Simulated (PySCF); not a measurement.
Computed IR spectrum (relative IR intensity) of a molecule C₃H₈Si. Geometry: r2SCAN-D4/def2-SVP. Other conformers were not sampled. Calculation: r2SCAN-D4/def2-SVP (PySCF 2.14.0). Frequencies are harmonic and unscaled.

Lines under 2 % of the strongest are left out, and lines within 2 cm⁻¹ are merged.

| ν (cm⁻¹) | relative intensity |
|---|---|
| 622 | 18 |
| 718 | 36 |
| 754 | 14 |
| 927 | 100 |
| 944 | 17 |
| 952 | 12 |
| 1443 | 2.5 |
| 1451 | 7.5 |
| 1681 | 19 |
| 2201 | 49 |
| 2205 | 29 |
| 2228 | 49 |
| 3019 | 5.0 |
| 3097 | 2.9 |
| 3105 | 3.5 |
| 3133 | 5.7 |
| 3143 | 6.9 |

### Question
Pick the molecule that these values belong to.
A) C/C=C\[SiH3]
B) [SiH3]C1CC1
C) C1C[SiH2]C1
D) C=C(C)[SiH3]

### Answer
A, C/C=C\[SiH3]
